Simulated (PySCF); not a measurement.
**Structure from 2D NMR**

Compound of formula C4H9ClO2Si. Correlations simulated from computed shifts and the bond graph:

HSQC (one-bond C–H):
```
  δH    δC
3.76  60.6
3.75  86.3
3.29  31.5
```

COSY cross peaks (H two or three bonds apart, from the bond graph; peaks can be absent where the dihedral angle is near 90°):
```
  δH    δH
4.20  3.29
```

HMBC (two and three bonds, from the bond graph):
```
  δH                 δC
4.20  248.8, 86.3, 31.5
3.76               86.3
3.75        248.8, 60.6
3.29              248.8
```

Carbons without hydrogens: δ 248.8.

PySCF 2.14 calculation with NMR shieldings at PBE0/pcSseg-1/GIAO and GFN2-xTB geometry; one computed conformer, no solvent, equivalent nuclei averaged, non-relativistic.

Scale: ¹H (σref 31.72), ¹³C (σref 186.93) vs TMS (reference shieldings calculated alike).

Exchangeable hydrogens are left out of these lists.

Question: Work out the connectivity.

Answer: `COCC(=O)[SiH2]CCl`.

Mapped SMILES: `[CH3:1][O:2][CH2:3][C:4](=[O:5])[SiH2:6][CH2:7][Cl:8]`; H(Xn) means a hydrogen on atom n.

- δC 248.8 is C4, a carbonyl carbon.
- δC 86.3 is C3, an sp3 CH2 bonded to O, α to a carbonyl (δH 3.75).
- δC 60.6 is C1, a methyl carbon bonded to O (δH 3.76).
- δC 31.5 is C7, an sp3 CH2 bonded to Cl and Si (δH 3.29).
- HMBC from δH 4.20 reaches the proton-free carbon C4.
- HMBC from δH 3.75 reaches the proton-free carbon C4.
- HMBC from δH 3.29 reaches the proton-free carbon C4.
- COSY links 4.20–3.29.

This is the structure that produced the data.

Carbons that carry Cl, above all several Cl atoms, come out too deshielded, partly because spin–orbit coupling is missing. Shifts are as computed. Against solution values, carbons near 30 ppm lie about +3 ppm off and those near 130 ppm about +5 ppm; carbons on Cl a further +6 ppm. Of 1211 compounds with measured shifts, 218 miss one by over three times the rms of a fit or turn the order of signals round; such compounds aren't used in these exercises.
